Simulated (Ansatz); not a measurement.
Start from `C[SiH2][Al]([F])[SiH3]` and change one atom or group to get `C[CH2][Al]([F])[SiH3]`.

Ansatz, PBE0-D4/def2-TZVP geometries, multiplicity 1. Each molecule was computed in one conformer, which needn't be the lowest.

```csv
property,`C[SiH2][Al]([F])[SiH3]`
LUMO energy (PBE/def2-TZVPP) / eV,-2.74
size of the dipole moment (B3LYP/def2-TZVPP) / D,1.98
size of the dipole moment (PBE/def2-TZVPP) / D,2.00
HOMO–LUMO gap (ωB97M-V/def2-TZVPP) / eV,8.62
HOMO energy (ωB97M-V/def2-TZVPP) / eV,-8.96
LUMO energy (PBE0/def2-TZVPP) / eV,-2.01
```

Task: Give the same properties after the change, and the shifts. (An estimate is asked.)

Result: Computed: 
```tsv
property	`C[CH2][Al]([F])[SiH3]`	shift
LUMO energy (PBE/def2-TZVPP) / eV	-2.15	0.59
size of the dipole moment (B3LYP/def2-TZVPP) / D	1.73	-0.25
size of the dipole moment (PBE/def2-TZVPP) / D	1.73	-0.27
HOMO–LUMO gap (ωB97M-V/def2-TZVPP) / eV	9.62	1.00
HOMO energy (ωB97M-V/def2-TZVPP) / eV	-9.37	-0.41
LUMO energy (PBE0/def2-TZVPP) / eV	-1.40	0.61
```

With PBE0 the HOMO falls by 0.25 eV and the LUMO rises by 0.61 eV, so the gap widens by about 0.86 eV. PBE moves the HOMO by -0.15 eV and ωB97M-V by -0.41 eV. Dipoles are sizes alone; their direction can turn.

B3LYP here is the variant with VWN-RPA as its local correlation; programs differ in this.
